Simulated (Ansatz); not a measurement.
Reaction (atomization): `N=C1S[SiH]1O` → C• + 3 H• + N• + O• + S• + Si•

Computed with Ansatz on PBE0-D4/def2-TZVP structures; ΔE is electronic, products minus reactants. CCSD(T)/CBS is the MP2 limit (def2-TZVPP, def2-QZVPP) plus CCSD(T) − MP2 in def2-TZVPP, frozen cores. This one scheme is used for every species, atoms too. DFT in def2-TZVPP. Open shells (•) are unrestricted, without spin–orbit coupling. Spin–orbit coupling would lower the free atoms: a little for C, O, S, Si. Each species was taken in one conformer, which may not be the lowest.

| species | B97M-V energy (Eh) |
| --- | --- |
| `N=C1S[SiH]1O` | -857.49341 |
| C• | -37.85881 |
| H• | -0.50030 |
| N• | -54.59822 |
| O• | -75.07203 |
| S• | -398.00586 |
| Si• | -289.29108 |

Task: Work out ΔE.

Result: ΔE = 3 × (-0.50030) + (-37.85881) + (-54.59822) + (-75.07203) + (-398.00586) + (-289.29108) − (-857.49341) = 1.16651 Eh = +732.0 kcal/mol. CCSD(T)/CBS gives +724.8 kcal/mol.

Largest T1 diagnostic among the species: 0.015.

Leaving LDA and LC-ωPBE aside and taking each functional with its dispersion term where it has one, the values, not all of them listed here, spread over 67.1 kcal/mol, from BHLYP-D4 to PBE-D4. LDA lies +108.2 kcal/mol from PBE without D4, its usual overbinding. From BLYP to BHLYP (50 % exact exchange), in def2-TZVPP and without D4, ΔE moves by −40.5 kcal/mol: exact exchange takes away binding that semilocal exchange gives to molecules.

For atomizations the MP2-based limit and the directly extrapolated one differ by several kJ/mol either way, and by 10 to 25 for some Ge, Se and Sn compounds, so smaller differences from it don't rank the levels.
